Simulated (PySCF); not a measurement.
## MCl₂ across the 3d metals

Level: PBE0, basis family def2-SVP, no relativity.

Each entry is the lowest minimum that a search over a few typed start shapes (and spin states, where more than one is plausible) found, or that minimum re-optimised at the stated level; isomers with ligand–ligand bonds, or fragments after loss of a ligand pair, can lie lower. Open shells are unrestricted; no spin–orbit coupling; PySCF with density fitting.

```tsv
molecule	2S+1	point group	mean bond to the central atom (Å)	polar-tensor charge of the central atom	lowest ω (cm⁻¹)	highest ω (cm⁻¹)
VCl₂	?	?	?	?	?	?
CrCl₂	5	C2v	2.182	1.23	48	479
CoCl₂	4	D∞h	2.102	1.18	70	517
CuCl₂	2	D∞h	2.085	0.77	55	495
```

Task: Fill in the row of VCl₂.

Result: 2S+1: 4; point group: D∞h; mean bond to the central atom (Å): 2.195; polar-tensor charge of the central atom: 1.29; lowest ω (cm⁻¹): 39; highest ω (cm⁻¹): 500.

The bond shortens at every step; the largest change, -0.080 Å, falls between CrCl₂ and CoCl₂ among the members listed.

The shape changes along the series: D∞h for VCl₂; C2v for CrCl₂; D∞h for CoCl₂ and CuCl₂.

The shape of VCl₂ rests on a mode under 45 cm⁻¹ and is not firmly settled.

Left out of the table are members whose search was unfinished or whose lowest solution was spin-contaminated, unstable, very soft or bonded differently.

Open d and f shells are single-determinant solutions and may miss the true ground state.
